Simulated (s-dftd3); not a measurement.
C$_{2}$HCl$_{3}$, triplet, geometry from GFN2-xTB (a higher spin typed on purpose: for a closed-shell molecule this is an excited state); D3(bj) for b97d (s-dftd3 1.4.0).

Here is a job for s-dftd3.
```
$ s-dftd3 mol.xyz --bj b97d --json dftd3.json --noedisp --grad

# file mol.xyz
6

Cl     2.09141099     0.25449089     0.59949348
C      1.01747801    -0.42814838    -0.55146569
C     -0.38233112    -0.26504350    -0.44338425
Cl    -1.12195689     1.23301851    -0.87628124
Cl    -1.28150018    -1.18533211     0.70691994
H      1.49390213    -0.97786253    -1.34314731
```

It wrote (shortened):

```
-----------------------------------
 s i m p l e   D F T - D 3  v1.4.0
-----------------------------------

Rational (Becke-Johnson) damping: b97d-D3(BJ)
---------------------
  s6         1.0000
  s8         2.2609
  s9         0.0000
  a1         0.5545
  a2         3.2297
 alp        14.0000
--------------------

Dispersion energy:      -1.8799708469991E-02 Eh

Gradient norm:           2.7673366493342E-03 Eh/a0
--------------------------------------------------
     #    Z           dE/dx      dE/dy      dE/dz
--------------------------------------------------
     1   17 Cl    1.595E-03  2.385E-04  5.250E-04
     2    6 C     3.629E-04 -9.846E-05 -1.138E-04
     3    6 C    -3.050E-04 -2.652E-05 -7.125E-05
     4   17 Cl   -9.689E-04  9.187E-04 -5.649E-04
     5   17 Cl   -1.082E-03 -7.905E-04  5.540E-04
     6    1 H     3.976E-04 -2.416E-04 -3.291E-04
--------------------------------------------------

Virial:
--------------------------------------------------
      component           x          y          z
--------------------------------------------------
          x       1.302E-02  5.685E-05  8.347E-04
          y       5.685E-05  4.566E-03 -1.569E-03
          z       8.347E-04 -1.569E-03  3.284E-03
--------------------------------------------------

[Info] JSON dump of results written to 'dftd3.json'
```
